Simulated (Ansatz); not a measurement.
One change: `C[Se]BCF` becomes `FCBCF`.

Ansatz, PBE0-D4/def2-TZVP geometries, multiplicity 1. Each molecule was computed in one conformer, which needn't be the lowest.

Scalar relativity is left out up to krypton.

| property | `C[Se]BCF` |
| --- | --- |
| HOMO–LUMO gap (PBE0/def2-TZVPP) / eV | 6.21 |
| LUMO energy (B3LYP/def2-TZVPP) / eV | -1.36 |
| HOMO energy (ωB97M-V/def2-TZVPP) / eV | -9.51 |
| HOMO–LUMO gap (ωB97M-V/def2-TZVPP) / eV | 10.26 |
| LUMO energy (PBE/def2-TZVPP) / eV | -2.06 |
| HOMO–LUMO gap (PBE/def2-TZVPP) / eV | 4.24 |

(1) Give the same properties after the change, and the shifts. (Estimate.)

## Answers

(1) Ansatz gave: 
```csv
property,`FCBCF`,shift
HOMO–LUMO gap (PBE0/def2-TZVPP) / eV,7.46,1.25
LUMO energy (B3LYP/def2-TZVPP) / eV,-1.68,-0.32
HOMO energy (ωB97M-V/def2-TZVPP) / eV,-11.28,-1.77
HOMO–LUMO gap (ωB97M-V/def2-TZVPP) / eV,11.83,1.57
LUMO energy (PBE/def2-TZVPP) / eV,-2.42,-0.36
HOMO–LUMO gap (PBE/def2-TZVPP) / eV,4.78,0.54
```

With PBE0 the HOMO falls by 1.50 eV and the LUMO falls by 0.25 eV, so the gap widens by about 1.25 eV. PBE moves the HOMO by -0.90 eV and ωB97M-V by -1.77 eV.

B3LYP here is the variant with VWN-RPA as its local correlation; programs differ in this.

Spin–orbit coupling is left out; it splits and shifts lone-pair levels of the heavy atoms by tenths of an eV.
